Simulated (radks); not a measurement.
Polarisability of the iron ion Fe+, [Ar] 3d6 4s1, at imaginary frequency. Calculated with a radial shooting solver on a logarithmic mesh with Libxc functionals: scalar-relativistic Kohn-Sham, LDA (Slater exchange, Perdew-Wang correlation), spin-polarised, spherical densities, finite nucleus; open shells are filled with parallel spins first; Fermi nuclear charge, rms radius 3.7377 fm. Response by self-consistent Sternheimer equations with the Hartree and adiabatic LDA kernel, the relativistic mass of each level held fixed and spin-orbit coupling left out.

| w (hartree) | alpha1(iw) (bohr^3) |
|---|---|
| 0.00266 | 23.45 |
| 0.0143 | 23.37 |
| 0.0360 | 22.92 |
| 0.0697 | 21.60 |
| 0.118 | 18.94 |
| 0.186 | 15.07 |
| 0.280 | 10.95 |
| 0.413 | 7.488 |
| 0.605 | 4.979 |
| 0.892 | 3.258 |
| 1.35 | 2.066 |
| 2.12 | 1.214 |
| 3.59 | 0.6075 |
| 6.94 | 0.2260 |
| 17.5 | 0.04823 |

Static values: alpha1 = 23.45 bohr^3 (3.475 angstrom^3; uncoupled 33.61). C6 = 115.8, triple-dipole C9 = 1868 atomic units. One-pole (London) frequency 4 C6 / (3 alpha1^2) = 0.281 hartree, against 0.489 for minus the highest occupied eigenvalue.
